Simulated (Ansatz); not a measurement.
Input and output for ClH3NO2V (`[NH]=[V]([OH])([OH])[Cl]`).

```yaml
crystal:
  periodic: [false, false, false]
  atoms:
    - {symbol: N, position_ang: [-0.892224, 1.096534, 0.453331]}
    - {symbol: V, position_ang: [0.103120, 0.053811, -0.236512]}
    - {symbol: O, position_ang: [1.633815, 0.195173, 0.640417]}
    - {symbol: O, position_ang: [-0.544630, -1.573563, -0.113235]}
    - {symbol: Cl, position_ang: [0.363364, 0.589470, -2.325044]}
    - {symbol: H, position_ang: [-1.472733, 1.844466, 0.808939]}
    - {symbol: H, position_ang: [2.284138, -0.480632, 0.409627]}
    - {symbol: H, position_ang: [-1.382551, -1.782160, 0.306678]}
basis:
  gaussian: {orbitals: def2-mTZVP}
hamiltonian: {xc: {name: r2SCAN0}, dispersion: d4}
```

```sh
$ ansatz run in.yaml --threads 4 --pin off --events-out ev --progress --plain --max-ram 10444MiB
```

Shortened log:

```
Functional definition: r2SCAN0
1207 factors; their error is unknown
mean field evaluation 1: about -43822.5973 eV, gradient 1.1e2 eV
mean field evaluation 2: about -43421.8744 eV, gradient 5.4e2 eV
mean field evaluation 4: about -43840.5020 eV, gradient 3.1e1 eV
mean field evaluation 8: about -43842.2436 eV, gradient 7.1e-1 eV
mean field evaluation 16: about -43842.3864 eV, gradient 2.5e-4 eV
mean field -43842.38644466 eV, -1611.1779844045 hartree, gradient 3.1e-5 eV, S^2 0.000000; 0 other end points of the search recorded, 0 dependent functions left out
reference -43842.38645403 eV, -1611.1779847487 hartree; 33, 33 occupied and 98, 98 virtual orbitals, 1207 factors
Total energy: -43842.44099155 eV, -1611.1799889654 hartree
```

Hardware: 4 threads of an Intel Xeon Platinum 8488C on a shared host. Wall time 1.9 s, peak host memory 0.32 GiB.
